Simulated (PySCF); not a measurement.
**C₆ coefficients of unlike pairs at UHF**

Calculated with PySCF 2.14 from the dipole response of each species, C₆(A,B) = (3/π) ∫ α_A(iu) α_B(iu) du, in atomic units, from isotropic polarisabilities. For ions this is the dispersion term alone; charge-induced terms of lower order in 1/R come first.

| species | configuration | basis | relativity | α (bohr³) | C₆ (like pair) |
| --- | --- | --- | --- | --- | --- |
| H⁻ | 1s2 (1S) | aug-cc-pVQZ with one added diffuse shell each of s, p, d, f type (6s5p4d3f) | none | 82.40 | 614.4 |
| F | [He] 2s2 2p5 (2P) | aug-cc-pVQZ (6s5p4d3f2g) | none | 3.255 | 8.501 |
| Se | [Ar] 3d10 4s2 4p4 (3P) | aug-cc-pVQZ-DK (8s7p5d3f2g) | spin-free X2C | 25.17 | 207.6 |
| Al⁺ | [Ne] 3s2 (1S) | dyall-acv3z (19s12p6d4f) | spin-free X2C | 26.24 | 139.1 |

**Question.** Estimate C₆ for F with H⁻.

**Answer.** The integral gives 45.63. The combination rule 2 C_A C_B / (C_A α_B/α_A + C_B α_A/α_B) gives 43.62 and the geometric mean 72.27.

No spin-orbit coupling is included.

The other pairs:

```json
{"pair": "Al⁺, F", "C₆": "27.77"}
{"pair": "Se, H⁻", "C₆": "300.2"}
{"pair": "Al⁺, H⁻", "C₆": "273.7"}
{"pair": "Se, F", "C₆": "38.48"}
{"pair": "Al⁺, Se", "C₆": "164.7"}
```
